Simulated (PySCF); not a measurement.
Bond curve of CsBr⁺

Set-up: Cs def2-SVP with ECP46, Br def2-SVP; scalar-relativistic core potentials (PySCF 2.14). Energies in eV from Cs⁺ + Br in their ground configurations at the same level. State: ²Π (doublet), unpaired electrons π ↑.

All columns are UHF. A positive dipole points towards Br; it is taken about the centre of mass and depends on that origin.

| R (Å) | E (eV) | μ (D) | Mulliken charge on Cs (basis-dependent) | HOMO (eV) | LUMO (eV) | Mayer bond order | ⟨S²⟩ |
| --- | --- | --- | --- | --- | --- | --- | --- |
| 3.288 | 0.088 | -4.74 | 0.93 | -16.04 | -5.65 | 0.13 | 0.76 |
| 3.441 | -0.034 | -5.06 | 0.94 | -15.87 | -5.46 | 0.12 | 0.76 |
| 3.594 | -0.101 | -5.39 | 0.94 | -15.71 | -5.29 | 0.11 | 0.76 |
| 3.708 | -0.130 | -5.64 | 0.95 | -15.60 | -5.17 | 0.10 | 0.76 |
| 3.823 | -0.145 | -5.89 | 0.95 | -15.49 | -5.05 | 0.10 | 0.76 |
| 3.938 | -0.151 | -6.14 | 0.95 | -15.38 | -4.94 | 0.09 | 0.76 |
| 4.091 | -0.151 | -6.47 | 0.96 | -15.24 | -4.79 | 0.08 | 0.76 |
| 4.282 | -0.142 | -6.89 | 0.96 | -15.08 | -4.62 | 0.08 | 0.76 |
| 4.511 | -0.127 | -7.38 | 0.97 | -14.90 | -4.42 | 0.07 | 0.76 |
| 4.817 | -0.105 | -8.03 | 0.97 | -14.69 | -4.19 | 0.06 | 0.76 |

A fit through these points gives, at Re = 4.003 Å, μ = -6.28 D and dμ/dR = -2.19 D/Å; the reduced mass is 49.52 u.

**Question.** How strong is the fundamental in the double-harmonic approximation, I = 42.26·(dμ/dR)²/μred km/mol?

**Answer.** I = 42.26·(-2.19)²/49.52 = 4.09 km/mol at UHF.

These are scalar-relativistic numbers at best; spin–orbit coupling would shift them, the dissociation energy most. For an ion De counts to the pair picked by the measured ionisation energies or electron affinities, which need not be the lowest pair at this level. Hartree–Fock leaves out correlation, which carries a large part of most bond energies and some tenths to 1 eV of ionisation energies. The state is the lowest determinant that a PBE0 search found; another state may lie lower at other levels.
